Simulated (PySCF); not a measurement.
F4Ta, charge +1, multiplicity 1. Atoms are numbered in the order given.

```xyz
5

Ta     0.0000     0.0000     0.0000
F     -1.0505     1.0505    -1.0505
F      1.0505     1.0505     1.0505
F      1.0505    -1.0505    -1.0505
F     -1.0505    -1.0505     1.0505
```
Charge +1, spin multiplicity 1.

The structure is a stationary point at B3LYP-D3(BJ)/def2-SVP. The spin state was assumed, not searched. The isomer is the one that the SMILES or the coordinates give; other isomers of the formula were not compared. The def2 effective core potentials stand for the cores of Ta; spin–orbit coupling is left out.

Level of theory: PBE/def2-TZVP (PySCF).

Symmetry labels are those of the subgroup D2 that the program uses (full group Td).

Q: List the valence orbital energies around the gap with their symmetry. (An estimate is asked for; the answer gives what the named calculation found.)

A: 
```tsv
orbital	symmetry	energy (eV)
HOMO−7	A	-18.88
HOMO−6	A	-18.81
HOMO−5	B1	-17.61
HOMO−4	B2	-17.61
HOMO−3	B3	-17.61
HOMO−2	B1	-17.48
HOMO−1	B2	-17.48
HOMO	B3	-17.48
LUMO	A	-10.10
LUMO+1	A	-10.10
LUMO+2	B1	-8.39
LUMO+3	B2	-8.39
```
